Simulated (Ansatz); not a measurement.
A structure relaxed at PBE0-D4/def2-SVP in Ansatz, charge 0, singlet:

```xyz
11

C     0.2804   -0.2979   -0.5135
C     0.9831   -1.6160   -0.6478
Ge   -1.0131    1.5585    0.8937
O    -0.1462   -0.0555    0.7214
O     0.1017    0.4864   -1.4173
H     1.3376   -1.7488   -1.6756
H     0.2939   -2.4296   -0.3773
H     1.8262   -1.6600    0.0567
H    -2.2660    1.5467    0.0140
H    -0.0357    2.6878    0.5580
H    -1.3620    1.5284    2.3877
```

(1) Give its formula, name or SMILES.

(2) Summarise the bond lengths by kind (pairs closer than 1.2 times the sum of covalent radii, bridged metal pairs left out).

Results:

(1) Ge(OAc)H3 (C2H6GeO2).

(2) 2 × C–O 1.21 to 1.33 Å; 1 × C–C 1.50 Å; 1 × Ge–O 1.84 Å; 3 × C–H 1.10 Å; 3 × Ge–H 1.53 Å.
